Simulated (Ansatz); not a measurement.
Molecule: TiF$_{3}$ (charge +1, singlet). 
Geometry from a B3LYP-D3(BJ)/def2-TZVP (Ansatz, a program for electronic structure) optimisation:
```xyz
4

Ti    -0.0670     0.0894     0.2355
F     -1.2812    -1.0099    -0.2165
F     -0.0034     1.4465    -0.7849
F      1.4485    -0.6550     0.4258
```
Charge +1, spin multiplicity 1.

Total electronic energies in hartree. Correlated levels leave the core frozen unless marked. No spin-orbit coupling. Frozen are the shells of the preceding noble gas and the d and f shells that filled before the atom's block. Non-relativistic. Basis-set limits of correlation are two-point, X^-3; Hartree-Fock from the larger set. The bracket is a focal-point correction in the basis named.

The T1 diagnostic of CCSD in the largest basis is 0.028, which is high, so the coupled-cluster rows are less sure than usual.

```tsv
level	program	energy (Eh)
HF/6-31G*	Ansatz	-1146.51911
RI-HF/def2-TZVPPD	Ansatz	-1146.72232
r2SCAN0-D4/def2-TZVPD	Ansatz + dftd4	-1148.77409
B2GP-PLYP/def2-TZVPD	Ansatz	-1148.46576
PBE-QIDH/def2-TZVPD	Ansatz	-1148.26079
RI-MP2/CBS(def2-TZVPP,def2-QZVPP)	Ansatz	-1147.7900
SCS-MP2/def2-SVPD	Ansatz	-1146.93754
RI-MP2/CBS(def2-TZVPP,def2-QZVPP)+[CCSD(T)-MP2]/def2-SVP	Ansatz	-1147.7960
RI-MP2/CBS(def2-TZVPPD,def2-QZVPPD)+[CCSD(T)-MP2]/def2-TZVPPD	Ansatz	-1147.8044
```

Totals of different functionals don't rank their quality; only differences between species are comparable.
